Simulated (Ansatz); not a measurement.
Input file for `[CH3][In]([NH2])[Cl]`:

```yaml
crystal:
  periodic: [false, false, false]
  atoms:
    - {symbol: C, position_ang: [-0.198694, 1.634150, -0.609136]}
    - {symbol: In, position_ang: [-0.213608, -0.445713, -0.164624]}
    - {symbol: N, position_ang: [0.571008, -1.538818, 1.320104]}
    - {symbol: Cl, position_ang: [-1.546418, -1.851093, -1.498801]}
    - {symbol: H, position_ang: [-0.789541, 1.806960, -1.506976]}
    - {symbol: H, position_ang: [-0.629539, 2.189407, 0.224468]}
    - {symbol: H, position_ang: [0.823313, 1.977115, -0.770068]}
    - {symbol: H, position_ang: [0.582140, -2.540783, 1.203112]}
    - {symbol: H, position_ang: [1.401340, -1.231245, 1.801922]}
basis:
  gaussian: {orbitals: def2-TZVPP}
correlation: {method: ccsd_t}
output: {orbitals: {seedname: orbitals}}
```

```sh
$ ansatz run in.yaml --threads 4 --pin off --events-out ev --progress --plain
```

Log, shortened:

```
Functional definition: HF
1488 factors; integrals over basis functions are off by at most 1.1e-3 eV
mean field evaluation 1: about -20242.6173 eV, gradient 4.4e1 eV
mean field evaluation 2: about -20242.6629 eV, gradient 4.4e1 eV
mean field evaluation 4: about -20246.7712 eV, gradient 3.6e0 eV
mean field evaluation 8: about -20246.8200 eV, gradient 2.3e-1 eV
mean field -20246.82026831 eV, -744.0569210727 hartree, gradient 2.8e-6 eV, S^2 0.000000; 0 other end points of the search recorded, 0 dependent functions left out
11 core orbitals not correlated: weight in the atoms' cores, before any rotation towards them, 1.000 or more for the frozen orbitals, at most 0.000 for the correlated occupied ones
reference -20246.82026831 eV, -744.0569210727 hartree; 17, 17 occupied and 196, 196 virtual orbitals, 1488 factors
second order -23.78273592 eV of doubles, -0.00000000 eV of singles
cycle   1  -23.92807286 eV  change   -1.5e-1 eV  update   1.1e-1
cycle   2  -24.44952246 eV  change   -5.2e-1 eV  update   3.0e-2
cycle   3  -24.56200205 eV  change   -1.1e-1 eV  update   1.8e-2
cycle   4  -24.55445498 eV  change    7.5e-3 eV  update   5.2e-3
cycle   5  -24.55089473 eV  change    3.6e-3 eV  update   2.8e-3
cycle   6  -24.55163854 eV  change   -7.4e-4 eV  update   9.8e-4
cycle   7  -24.55142704 eV  change    2.1e-4 eV  update   4.2e-4
cycle   8  -24.55138252 eV  change    4.5e-5 eV  update   1.3e-4
cycle   9  -24.55144300 eV  change   -6.0e-5 eV  update   4.9e-5
cycle  10  -24.55143501 eV  change    8.0e-6 eV  update   1.6e-5
perturbative correction -0.92487777 eV, -0.0339886312 hartree
Total energy: -20272.29658109 eV, -744.9931582990 hartree
```

Hardware: 4 threads of a server CPU on a shared host. Wall time 2.1 min, peak host memory 3.9 GiB.

The correlation energy is -25.476 eV, 3.6 % of it from (T); the T1 diagnostic reads 0.0129.
